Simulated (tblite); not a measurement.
Isomers of C6H11NSi. Computed values, GFN2-xTB/tblite, gas phase, harmonic and unscaled. Errors from tens to a few hundred cm⁻¹ against measured bands are possible. Modes of hydrogen on silicon can be 10 to 20 % off. One conformer each.

Electronic energies: GFN2-xTB at the same geometries; isomer energies are rough at this level and their order can be wrong.

```
                SMILES  electronic energy, lowest = 0 (kcal/mol)
   CN(C)C1=C[SiH2]C=C1                                       0.0
CC[Si@H]1C[C@H](C#N)C1                                       7.4
     C[SiH2]C/C=C\CC#N                                      10.6
```

Task: How do GFN2-xTB zero-point energies change the relative energies?

Result: 
```
                SMILES  ZPE (kcal/mol)  of it from modes above 1550 cm⁻¹  electronic (kcal/mol)  with ZPE, lowest = 0 (kcal/mol)  lowest mode (cm⁻¹)  rings
   CN(C)C1=C[SiH2]C=C1            94.5                              49.6                    0.0                              0.0                  77      1
CC[Si@H]1C[C@H](C#N)C1            96.5                              49.6                    7.4                              9.4                  21      1
     C[SiH2]C/C=C\CC#N            93.3                              51.1                   10.6                              9.3                  27      0
```

The zero-point energies span 3.2 kcal/mol, from `C[SiH2]C/C=C\CC#N` to `CC[Si@H]1C[C@H](C#N)C1`. The lowest isomer stays, but the order above it changes.
